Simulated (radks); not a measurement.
Problem. Gd+, configuration [Xe] 4f7 5d1 6s1. Calculated with a radial shooting solver on a logarithmic mesh with Libxc functionals: Dirac Kohn-Sham, PBE, spin-unpolarised, spherical densities, point nucleus; open shells are shared between the two j in proportion to 2j + 1; speed of light set to 13703.6 atomic units (100 times the physical value, a model run). Some entries of the table are withheld. Estimate them.

orbital  occ.  eigenvalue (Ry)  <1/r> (bohr^-1)  r(max) (bohr)
1s1/2       2        -3460.742            63.46        0.01571
2s1/2       2        -551.5644            14.75        0.08609
2p1/2       2        -524.7774            14.78            (1)
2p3/2       4        -524.7730            14.78            (2)
3s1/2       2        -122.0823            5.563            (3)
3p1/2       2        -110.1646              (4)         0.2271
3p3/2       4        -110.1637              (5)         0.2271
3d3/2       4        -87.96101            5.401         0.1813
3d5/2       6        -87.96078            5.401         0.1813
4s1/2       2        -24.49306            2.373         0.5472
4p1/2       2        -19.83086            2.280            (6)
4p3/2       4        -19.83067            2.280            (7)
4d3/2       4        -11.52148            2.075         0.5596
4d5/2       6        -11.52144            2.075         0.5596
5s1/2       2         -3.65839           0.9217          1.275
5p1/2       2         -2.39739              (8)          1.391
5p3/2       4         -2.39737              (9)          1.391
4f5/2       3         -1.40945            1.574         0.5557
4f7/2       4         -1.40945            1.574         0.5557
5d3/2     0.4         -0.66465           0.5258          1.880
5d5/2     0.6         -0.66464           0.5258          1.880
6s1/2       1         -0.63570           0.3227          3.423

Solution. 
(1) 2p1/2 r(max) (bohr): 0.06702
(2) 2p3/2 r(max) (bohr): 0.06702
(3) 3s1/2 r(max) (bohr): 0.2398
(4) 3p1/2 <1/r> (bohr^-1): 5.502
(5) 3p3/2 <1/r> (bohr^-1): 5.502
(6) 4p1/2 r(max) (bohr): 0.5525
(7) 4p3/2 r(max) (bohr): 0.5525
(8) 5p1/2 <1/r> (bohr^-1): 0.8142
(9) 5p3/2 <1/r> (bohr^-1): 0.8142
